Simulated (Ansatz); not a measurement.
A run for Ansatz (a program for electronic structure): R-revPBE/def2-TZVPPD on dimethyl telluride (SMILES C[Te]C). Elements past Kr take the def2 small-core potentials; no spin–orbit coupling. Files ending in .json are basis or fitting sets from the Basis Set Exchange.

Ansatz 0.2 input:
```yaml
crystal:
  periodic: [false, false, false]
  atoms:
    - {symbol: C, position_ang: [0.22529050, -1.31212054, 0.07419019]}
    - {symbol: Te, position_ang: [0.16601861, 0.84194480, 0.09775563]}
    - {symbol: C, position_ang: [0.17101836, 1.03980969, -2.05468361]}
    - {symbol: H, position_ang: [1.13179005, -1.64569210, -0.42379263]}
    - {symbol: H, position_ang: [0.22860427, -1.61950785, 1.11655451]}
    - {symbol: H, position_ang: [-0.65659520, -1.69481641, -0.43258099]}
    - {symbol: H, position_ang: [1.07943997, 0.60091944, -2.45896897]}
    - {symbol: H, position_ang: [0.14297253, 2.10269378, -2.28492568]}
    - {symbol: H, position_ang: [-0.70800100, 0.55187579, -2.46765398]}
basis:
  gaussian:
    orbitals: def2-TZVPPD.json
hamiltonian:
  xc: {name: revPBE}
scf: {lower_state_search: off}
```

Program output:

```
WARN ansatz: RAYON_NUM_THREADS=1 ignored (pool sized by the plan → 1); use --threads N
Functional definition: revPBE
these checks for a lower state are left out or cut short: stability, starts, cluster_reference, orbital_swaps, neighbouring_geometries, increment
integrals: 0.13 GiB planned
1151 factors; their error is unknown
mean field: 1.10 GiB planned
mean field evaluation 1: about -9450.1624 eV, gradient 8.3e1 eV
mean field evaluation 2: about -9411.5437 eV, gradient 1.3e2 eV
mean field evaluation 4: about -9466.5743 eV, gradient 9.4e0 eV
mean field evaluation 8: about -9466.7171 eV, gradient 2.3e-1 eV
mean field evaluation 16: about -9466.6852 eV, gradient 3.4e-4 eV
mean field -9466.68515004 eV, -347.8942625142 hartree, gradient 3.9e-6 eV, S^2 0.000000; 0 other end points of the search recorded, 0 dependent functions left out
reference -9466.68522139 eV, -347.8942651364 hartree; 21, 21 occupied and 214, 214 virtual orbitals, 1151 factors
Total energy: -9466.68522139 eV, -347.8942651364 hartree
Checks for a lower state left out: stability, starts, cluster_reference, orbital_swaps, neighbouring_geometries, increment
```

The calculation finished and met its thresholds.

Cost: very roughly 4 core-seconds.
